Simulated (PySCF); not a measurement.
C2H5NOSi, SMILES C[SiH2]N=C=O. Heavy atoms are numbered as in [SiH2:1]([CH3:2])[N:3]=[C:4]=[O:5]. Hydrogens are named by the atom that carries them.

Geometry optimised at PBE0-D3(BJ)/def2-SVP. Other conformers were not sampled.

These are B3LYP/pcSseg-1 (PySCF) values and carry that method's errors.

GIAO shieldings, no solvent; atoms alike by connectivity are averaged. δ = σ(ref) − σ: ²⁹Si against TMS (σ = 338.7 ppm); ¹³C against TMS (σ = 181.3 ppm); ¹⁵N against NH3 (σ = 265.5 ppm); ¹⁷O against H2O (σ = 333.8 ppm); ¹H against TMS (σ = 31.68 ppm), references at their B3LYP-D3(BJ)/def2-TZVP geometries, non-relativistic.

```json
[
 {"nucleus": "²⁹Si", "atoms": "Si1 (SiH2)", "count": "1", "δ (ppm)": "-47.0"},
 {"nucleus": "¹³C", "atoms": "C4", "count": "1", "δ (ppm)": "127.7"},
 {"nucleus": "¹³C", "atoms": "C2 (CH3)", "count": "1", "δ (ppm)": "0.2"},
 {"nucleus": "¹⁵N", "atoms": "N3", "count": "1", "δ (ppm)": "40.2"},
 {"nucleus": "¹⁷O", "atoms": "O5", "count": "1", "δ (ppm)": "141.1"},
 {"nucleus": "¹H", "atoms": "H on Si1", "count": "2", "δ (ppm)": "5.05"},
 {"nucleus": "¹H", "atoms": "H on C2", "count": "3", "δ (ppm)": "0.67"}
]
```
